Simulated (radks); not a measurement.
Problem. Species: neutral osmium. Configuration: [Xe] 4f14 5d6 6s2. Calculated with a radial shooting solver on a logarithmic mesh with Libxc functionals: Dirac Kohn-Sham, PBEsol, spin-unpolarised, spherical densities, point nucleus; open shells are shared between the two j in proportion to 2j + 1. Some entries of the table are withheld. Estimate them.

orbital,occ.,eigenvalue (hartree),r(max) (bohr)
1s1/2,2,-2710.019,0.01102
2s1/2,2,-471.6380,0.06360
2p1/2,2,-451.5336,0.04711
2p3/2,4,-395.2864,0.05416
3s1/2,2,-109.7397,0.1791
3p1/2,2,(1),0.1674
3p3/2,4,(2),0.1819
3d3/2,4,-73.45422,0.1421
3d5/2,6,-70.79712,0.1461
4s1/2,2,-23.14550,(3)
4p1/2,2,-19.37873,0.4044
4p3/2,4,-16.49449,0.4345
4d3/2,4,(4),0.4295
4d5/2,6,(5),0.4390
5s1/2,2,-3.35819,0.9142
5p1/2,2,(6),0.9739
4f5/2,6,-1.96394,0.4030
4f7/2,8,-1.86081,0.4078
5p3/2,4,(7),1.056
5d3/2,2.4,-0.25481,1.333
6s1/2,2,-0.22763,2.474
5d5/2,3.6,-0.21621,1.377

Solution. 
(1) 3p1/2 eigenvalue (hartree): -100.7557
(2) 3p3/2 eigenvalue (hartree): -88.49106
(3) 4s1/2 r(max) (bohr): 0.4053
(4) 4d3/2 eigenvalue (hartree): -10.31778
(5) 4d5/2 eigenvalue (hartree): -9.78362
(6) 5p1/2 eigenvalue (hartree): -2.19596
(7) 5p3/2 eigenvalue (hartree): -1.74454
